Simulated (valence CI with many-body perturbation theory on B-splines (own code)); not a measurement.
**E1 line list for Pm LVI**

Calculated by valence CI with perturbative core correlation (CI+MBPT): four valence electrons over a frozen Dirac-Fock core [He], a basis of 11 s, 11 p, 9 d, 7 f, 5 g, 2 h, 1 i functions for each j, with the one-electron correlation potential Σ1, the two-electron term Σ2, the three-electron term Σ3, Breit, model QED; selected CI, second order for the rest (own B-spline code, finite nucleus).

The last digits are not significant, and no measured levels were compared; by estimate large intervals hold to a few tenths of a per cent, small ones and those within an open d or f shell to about a per cent. Among the levels kept, up to 280 cm⁻¹ of a level comes from second order outside the variational space, and about a tenth of that is noise between levels of different J, which matters for small intervals.

Lines 1 to 50 of 263 in falling wavelength, among levels below 7864.8 eV, chosen from the strongest by gf and those to the six lowest levels. Wavelengths and rates use the calculated energies. Electric multipoles are in the length gauge, E1 and E2 with the static RPA response of the core. Weak lines are less certain than strong ones. Lines between different terms over intervals too small for the method are left out, as are lines whose strength nearly cancels. The highest levels of a list are the least certain.

Levels are named by their leading jj configuration (3d3/2^4 stands for four electrons in 3d with j = 3/2), which in mixed levels can hold well under half, so a name can repeat and another be missing. Letters in brackets count levels of one name in rising energy.

| λ vac (Å) | Upper | Lower | A (s⁻¹) | log gf | Branch % |
| --- | --- | --- | --- | --- | --- |
| 118.1 | (2s 2p1/2 2p3/2 3d5/2) J=3 [c] | (2s 2p1/2 2p3/2 3p3/2) J=2 [c] | 8.96e+09 | -0.88 | 0.0 |
| 115.4 | (2s^2 2p3/2 3d5/2) J=3 | (2s^2 2p3/2 3p3/2) J=2 | 9.11e+09 | -0.89 | 0.0 |
| 115.0 | (2s 2p1/2 2p3/2 3d5/2) J=5 | (2s 2p1/2 2p3/2 3p3/2) J=4 | 1.70e+10 | -0.43 | 45.1 |
| 113.9 | (2s^2 2p3/2 3d5/2) J=4 | (2s^2 2p3/2 3p3/2) J=3 | 1.36e+10 | -0.62 | 21.7 |
| 113.5 | (2s 2p1/2^2 3d5/2) J=3 | (2s 2p1/2^2 3p3/2) J=2 | 1.78e+10 | -0.62 | 0.0 |
| 113.2 | (2s 2p1/2 2p3/2 3d5/2) J=4 [a] | (2s 2p1/2 2p3/2 3p3/2) J=3 [a] | 1.23e+10 | -0.67 | 0.1 |
| 109.8 | (2s 2p1/2 2p3/2 3d5/2) J=4 [b] | (2s 2p1/2 2p3/2 3p3/2) J=3 [b] | 1.56e+10 | -0.59 | 0.0 |
| 109.5 | (2s 2p1/2 2p3/2 3d5/2) J=4 [c] | (2s 2p1/2 2p3/2 3p3/2) J=3 [c] | 1.89e+10 | -0.51 | 0.0 |
| 107.3 | (2s^2 2p1/2 3d5/2) J=3 | (2s^2 2p1/2 3p3/2) J=2 | 1.94e+10 | -0.63 | 0.0 |
| 106.4 | (2s 2p1/2 2p3/2 3d5/2) J=3 [a] | (2s 2p1/2 2p3/2 3p3/2) J=2 [a] | 1.62e+10 | -0.72 | 0.0 |
| 103.1 | (2s 2p1/2^2 3d5/2) J=2 | (2s 2p1/2^2 3p3/2) J=1 | 2.14e+10 | -0.77 | 0.0 |
| 73.33 | (2s 2p1/2 2p3/2^2) J=2 [a] | (2s^2 2p3/2^2) J=2 | 1.29e+09 | -2.28 | 0.3 |
| 70.17 | (2s 2p1/2 2p3/2 3p3/2) J=4 | (2s^2 2p3/2 3p3/2) J=3 | 2.62e+10 | -0.76 | 2.6 |
| 62.32 | (2s 2p1/2^2 3p3/2) J=2 | (2s^2 2p1/2 3p3/2) J=1 | 4.39e+10 | -0.89 | 0.4 |
| 60.20 | (2s 2p1/2^2 2p3/2) J=2 | (2s^2 2p1/2 2p3/2) J=2 | 7.82e+09 | -1.67 | 39.5 |
| 59.56 | (2s 2p1/2 2p3/2^2) J=3 | (2s^2 2p3/2^2) J=2 | 1.07e+10 | -1.40 | 2.3 |
| 57.62 | (2s 2p1/2 2p3/2 3p3/2) J=3 [c] | (2s^2 2p3/2 3p3/2) J=2 | 3.85e+10 | -0.87 | 0.0 |
| 56.07 | (2s 2p1/2 2p3/2 3d3/2) J=3 [b] | (2s 2p1/2 2p3/2 3p1/2) J=2 [b] | 4.88e+10 | -0.79 | 0.0 |
| 55.61 | (2s 2p1/2^2 2p3/2) J=2 | (2s^2 2p1/2 2p3/2) J=1 | 1.20e+10 | -1.56 | 60.5 |
| 55.49 | (2s 2p1/2 2p3/2 3d3/2) J=2 [b] | (2s 2p1/2 2p3/2 3p1/2) J=2 [b] | 5.82e+10 | -0.87 | 0.0 |
| 53.89 | (2s 2p1/2 2p3/2 3d3/2) J=2 [d] | (2s 2p1/2 2p3/2 3p1/2) J=1 [c] | 8.13e+10 | -0.75 | 0.0 |
| 53.86 | (2s 2p1/2 2p3/2 3p3/2) J=2 [b] | (2s 2p1/2 2p3/2 3s) J=2 [b] | 1.11e+11 | -0.62 | 0.1 |
| 53.62 | (2s 2p1/2 2p3/2 3p3/2) J=1 [a] | (2s 2p1/2 2p3/2 3s) J=1 [a] | 1.15e+11 | -0.83 | 0.1 |
| 53.24 | (2s 2p1/2 2p3/2 3d3/2) J=2 [a] | (2s 2p1/2 2p3/2 3p1/2) J=2 [a] | 6.27e+10 | -0.88 | 0.0 |
| 53.06 | (2s 2p1/2^2 3p3/2) J=1 | (2s 2p1/2^2 3s) J=0 | 1.37e+11 | -0.76 | 0.1 |
| 52.30 | (2s^2 2p3/2 3d3/2) J=2 | (2s^2 2p3/2 3p1/2) J=2 | 7.36e+10 | -0.82 | 0.0 |
| 52.29 | (2s 2p1/2 2p3/2 3p3/2) J=2 [c] | (2s^2 2p3/2 3p3/2) J=1 | 6.52e+10 | -0.87 | 0.1 |
| 51.77 | (2s^2 2p3/2 3d3/2) J=2 | (2s^2 2p3/2 3p1/2) J=1 | 6.75e+10 | -0.87 | 0.0 |
| 51.54 | (2s 2p1/2 2p3/2 3d3/2) J=4 | (2s 2p1/2 2p3/2 3p1/2) J=3 | 1.04e+11 | -0.43 | 6.0 |
| 51.37 | (2s 2p1/2 2p3/2 3d3/2) J=3 [a] | (2s 2p1/2 2p3/2 3p1/2) J=2 [a] | 1.30e+11 | -0.44 | 0.1 |
| 51.20 | (2s 2p1/2 2p3/2 3d3/2) J=3 [c] | (2s 2p1/2 2p3/2 3p1/2) J=2 [c] | 9.97e+10 | -0.56 | 0.3 |
| 51.16 | (2s^2 2p3/2 3d3/2) J=3 | (2s^2 2p3/2 3p1/2) J=2 | 1.50e+11 | -0.38 | 0.0 |
| 51.14 | (2s 2p1/2 2p3/2 3d3/2) J=2 [a] | (2s 2p1/2 2p3/2 3p1/2) J=1 [a] | 7.46e+10 | -0.83 | 0.0 |
| 51.08 | (2s^2 2p1/2 3d3/2) J=2 | (2s^2 2p1/2 3p1/2) J=1 | 1.46e+11 | -0.54 | 0.1 |
| 51.07 | (2s 2p1/2 2p3/2 3p3/2) J=2 [a] | (2s 2p1/2 2p3/2 3s) J=1 [a] | 1.03e+11 | -0.69 | 0.1 |
| 50.92 | (2s 2p1/2 2p3/2 3p3/2) J=3 [c] | (2s 2p1/2 2p3/2 3s) J=2 [c] | 1.58e+11 | -0.37 | 0.1 |
| 50.84 | (2s 2p1/2^2 3d3/2) J=2 | (2s 2p1/2^2 3p1/2) J=1 | 1.32e+11 | -0.59 | 0.1 |
| 50.78 | (2s 2p1/2 2p3/2 3d3/2) J=1 [a] | (2s 2p1/2 2p3/2 3p1/2) J=1 [a] | 1.24e+11 | -0.84 | 0.1 |
| 50.36 | (2s^2 2p3/2 3p3/2) J=3 | (2s^2 2p3/2 3s) J=2 | 2.43e+11 | -0.19 | 3.3 |
| 50.32 | (2s 2p1/2 2p3/2 3p3/2) J=3 [a] | (2s 2p1/2 2p3/2 3s) J=2 [a] | 2.08e+11 | -0.26 | 0.2 |
| 50.23 | (2s^2 2p3/2 3p3/2) J=1 | (2s^2 2p3/2 3s) J=1 | 1.37e+11 | -0.81 | 0.2 |
| 50.02 | (2s 2p1/2 2p3/2 3p3/2) J=2 [c] | (2s 2p1/2 2p3/2 3s) J=1 [c] | 1.29e+11 | -0.61 | 0.1 |
| 49.85 | (2s 2p1/2 2p3/2 3p3/2) J=3 [b] | (2s 2p1/2 2p3/2 3s) J=2 [b] | 8.81e+10 | -0.64 | 0.1 |
| 49.83 | (2s 2p1/2 2p3/2 3p3/2) J=4 | (2s 2p1/2 2p3/2 3s) J=3 | 2.02e+11 | -0.17 | 20.0 |
| 49.79 | (2s^2 2p3/2 3d3/2) J=1 | (2s^2 2p3/2 3p1/2) J=1 | 1.35e+11 | -0.82 | 0.0 |
| 49.76 | (2s 2p1/2 2p3/2 3d3/2) J=3 [b] | (2s 2p1/2 2p3/2 3p1/2) J=3 | 8.09e+10 | -0.68 | 0.0 |
| 48.85 | (2s^2 2p1/2 3p3/2) J=2 | (2s^2 2p1/2 3s) J=1 | 2.56e+11 | -0.34 | 13.9 |
| 48.42 | (2p1/2^2 2p3/2 3p1/2) J=1 | (2s 2p1/2 2p3/2 3p1/2) J=2 [b] | 1.27e+11 | -0.87 | 0.1 |
| 48.16 | (2s 2p1/2 2p3/2 3p3/2) J=2 [d] | (2s 2p1/2 2p3/2 3s) J=2 [c] | 1.06e+11 | -0.73 | 0.1 |
| 47.55 | (2s^2 2p1/2 3p3/2) J=1 | (2s^2 2p1/2 3s) J=0 | 1.90e+11 | -0.71 | 2.8 |
